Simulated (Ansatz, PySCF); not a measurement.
Spin states of H3IrO3 (SMILES [OH][Ir]([OH])[OH]), each relaxed with B3LYP-D3(BJ)/def2-TZVP.
State 1 (charge 0, multiplicity 1):
```xyz
7

Ir     0.02590     0.09856     0.04086
O      1.66555    -0.38722    -0.66005
H      2.32727     0.27179    -0.38487
O     -0.48005    -0.52263     1.70514
H     -0.90529    -1.39269     1.61136
O     -1.09580     1.19822    -0.93080
H     -1.63939     0.65848    -1.53073
```
State 2 (charge 0, multiplicity 5):
```xyz
7

Ir    -0.489     0.186     0.218
O      1.431    -0.377    -0.047
H      1.846     0.018    -0.827
O     -0.713    -0.869     1.786
H     -0.010    -1.511     1.961
O     -0.724     1.306    -1.307
H     -1.443     1.172    -1.934
```

Singlets are restricted, other states unrestricted; no spin–orbit coupling, no relativity up to Kr; see below for the cores. The largest T1 diagnostic is 0.038.

Programs: Ansatz (Gaussian basis) for Hartree–Fock, density functionals and correlated methods; PySCF for the dispersion terms.  In def2 rows elements past Kr take small-core potentials, without spin–orbit coupling.

Task: What is the computed energy of the multiplicity-5 state less that of the multiplicity-1 state (wB97M-V/def2-TZVPP)?

Result: 1.88 eV

Task: Give the energy of the multiplicity-5 state less that of the multiplicity-1 state at the level CAM-B3LYP-D3(BJ)/def2-TZVPP.

Result: 1.78 eV

Task: Give the energy of the multiplicity-5 state less that of the multiplicity-1 state at the level PBE/def2-TZVPP.

Result: 2.00 eV

Ansatz is a program for electronic structure.
